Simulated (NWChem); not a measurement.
Species: CH₆BN; SMILES BNC

```xyz
9

B      0.2353    -1.3614     0.0000
H     -0.4266    -2.3743     0.0000
H      1.4464    -1.3842     0.0000
N     -0.4167    -0.1364     0.0000
C      0.1818     1.1752     0.0000
H     -1.4311    -0.1255     0.0000
H     -0.1074     1.7594     0.8904
H     -0.1074     1.7594    -0.8904
H      1.2756     1.0760     0.0000
```
Atoms are numbered in this order, from 1.

Program: NWChem. The geometry was optimised at PBE0/def2-SVP. Ions are spin-unrestricted doublets at the neutral geometry; other ion states weren't tried.

Task: What does the run give for PBE/def2-SVP? Quantities: −ε(HOMO) (eV).

Result: −ε(HOMO) (eV): 6.49
